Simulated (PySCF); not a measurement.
# Electric field gradients and quadrupole coupling constants

Compound: AlH2Br.
Structure used (PBE0-D3(BJ)/def2-SVP), in Å, numbered top down from 1:
```xyz
4
AlBrH2 angstrom
Al     0.0983    0.1708   -0.0026
H      1.6766    0.0982    0.0106
H     -0.7343    1.5140   -0.0251
Br    -1.0407   -1.7830    0.0171
```

Field gradients from the PBE0/pcSseg-1 (pcSseg-2 on Al) density (PySCF, non-relativistic), principal values in atomic units, ordered |Vxx| ≤ |Vyy| ≤ |Vzz|:

```tsv
atom	Vxx	Vyy	Vzz
Al1	-0.2591	-1.0105	1.2696
Br4	-0.6639	-2.1053	2.7692
```

Q: Find the asymmetry η = (Vxx − Vyy)/Vzz and the couplings χ = eQV/h (234.96 MHz × Q in barn × V in au), with Q(27Al) = 0.1466 b, Q(79Br) = 0.313 b.

A: 
| atom | environment | nucleus | η | χzz (MHz) | χxx (MHz) | χyy (MHz) |
| --- | --- | --- | --- | --- | --- | --- |
| Al1 | aluminium bonded to Br and 2 H | 27Al | 0.59 | 43.73 | -8.93 | -34.81 |
| Br4 | bromine bonded to Al | 79Br | 0.52 | 203.7 | -48.8 | -154.8 |

Q: What is Vzz at Br4 in SI units (1 au = 9.71736 × 10²¹ V/m²)?

A: 2.7692 au = 26.910 × 10²¹ V/m².

Q: What couplings would deuterons (Q(2H) = 0.00286 b) have in place of the hydrogens, at this geometry?

A: 
```json
{"atom": "H2", "bonded to": "Al1", "bond length (Å)": "1.580", "Vzz (au)": "0.1036", "η": "0.06", "χzz (kHz)": "70"}
{"atom": "H3", "bonded to": "Al1", "bond length (Å)": "1.581", "Vzz (au)": "0.1034", "η": "0.06", "χzz (kHz)": "69"}
```

Geometry: PBE0-D3(BJ)/def2-SVP; no solvent, vibrations or thermal averaging. The calculation is non-relativistic, for bromine too. A larger basis could move these couplings by a tenth or more.
